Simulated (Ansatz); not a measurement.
Computed with Ansatz on PBE0-D4/def2-TZVP structures; ΔE is electronic, products minus reactants. CCSD(T)/CBS is the MP2 limit (def2-TZVPP, def2-QZVPP) plus CCSD(T) − MP2 in def2-TZVPP, frozen cores. Functionals use def2-TZVPP. B3LYP here is the variant with VWN-RPA as its local correlation; programs differ in this. Open shells (•) are unrestricted, without spin–orbit coupling. Each species was taken in one conformer, which may not be the lowest.

Reaction (homolysis of the N–Si bond): `O[SiH2]N[SiH](O)O` → `[NH][SiH2]O`• + `O[SiH]O`•

```tsv
level	ΔE (kJ/mol)	difference from CCSD(T)/CBS
PBE-D4	498.7	-37.2
r2SCAN-D4	496.4	-39.5
PBE0-D4	508.8	-27.1
B3LYP-D4	504.2	-31.7
ωB97X-V	525.4	-10.5
ωB97M-V	534.3	-1.6
B2PLYP	508.7	-27.2
PBE	485.2	-50.7
r2SCAN	492.7	-43.2
PBE0	497.0	-38.9
B3LYP	482.8	-53.1
HF/def2-TZVPP	403.7	-132.2
MP2/def2-TZVPP	551.9	16.0
SCS-MP2/def2-TZVPP	539.3	3.4
CCSD/def2-TZVPP	515.5	-20.4
CCSD(T)/def2-TZVPP	524.8	-11.1
HF/def2-QZVPP	402.6	-133.3
MP2/def2-QZVPP	557.9	22.0
SCS-MP2/def2-QZVPP	546.2	10.3
HF/CBS(def2)	402.4	-133.5
MP2/CBS(def2)	562.9	27.0
CCSD/CBS(def2)	526.5	-9.4
CCSD(T)/CBS	535.9	0
```

Largest T1 diagnostic among the species: 0.015.

In def2-TZVPP, CCSD(T) changes the Hartree–Fock value by +121.2 kJ/mol (the triples alone add +9.4 kJ/mol) and MP2 by +148.2 kJ/mol; breaking electron pairs costs correlation energy, which Hartree–Fock lacks. From PBE to PBE0 (25 % exact exchange), in def2-TZVPP and without D4, ΔE moves by +11.8 kJ/mol. The D4 term adds +21.4 kJ/mol with B3LYP and +11.8 kJ/mol with PBE0; it sums over pairs of atoms, weighted by their polarisabilities, and B3LYP, whose exchange is more repulsive, gets the larger term.
